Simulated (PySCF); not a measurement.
Unrelated species, one level of theory. Method used: TDDFT CAM-B3LYP/def2-SVPD, vertical, gas phase, core orbitals frozen in the response in PySCF. Geometries: PBE0-D3(BJ)/def2-SVP; one conformer of each isolated species. Triplets are in the Tamm–Dancoff approximation. Ions are computed without counter-ions or solvent.

Task: Rank by computed lowest singlet excitation energy, lowest first.
A. `C1=CC=[S+]C=C1`
B. `COC(=O)c1ccoc1`
C. `Fc1cc(=S)cco1`
D. `CC(C)(B(N)N)C(F)(F)F`

Result: C (2.57 eV), A (4.97 eV), B (5.50 eV), D (6.23 eV).

| SMILES | S1 (eV) | f (S1) | α (au) | first f ≥ 0.01 (nm) | T1 (eV) | S1 mainly |
| --- | --- | --- | --- | --- | --- | --- |
| Fc1cc(=S)cco1 | 2.57 | 0.000 | 89.8 | 284 | – | H→L (98%) |
| c1cc[s+]cc1 | 4.97 | 0.057 | 66.3 | 250 | 3.56 | H→L (87%) |
| COC(=O)c1ccoc1 | 5.50 | 0.000 | 78.6 | 219 | 3.81 | H-1→L (87%) |
| CC(C)(B(N)N)C(F)(F)F | 6.23 | 0.000 | 80.0 | 168 | 6.01 | H→L (91%) |

H and L stand for HOMO and LUMO; a dash means that no computed state gives the value.

- `Fc1cc(=S)cco1`: Löwdin shares by element: HOMO sulfur 78%, carbon 13% or more; LUMO carbon 38% or more, sulfur 30%, oxygen 10% (atoms not listed hold the other 22%).
- `c1cc[s+]cc1`: Löwdin shares by element: HOMO carbon 84% or more (atoms not listed hold the other 16%); LUMO carbon 57% or more, sulfur 25% (atoms not listed hold the other 18%).
- `COC(=O)c1ccoc1`: Löwdin shares by element: HOMO carbon 82% or more (atoms not listed hold the other 18%); LUMO carbon 55% or more, oxygen 14% or more (atoms not listed hold the other 30%).
- `CC(C)(B(N)N)C(F)(F)F`: Löwdin shares by element: HOMO nitrogen 77%, boron 9%; LUMO boron 46%, hydrogen 25% or more (atoms not listed hold the other 30%).
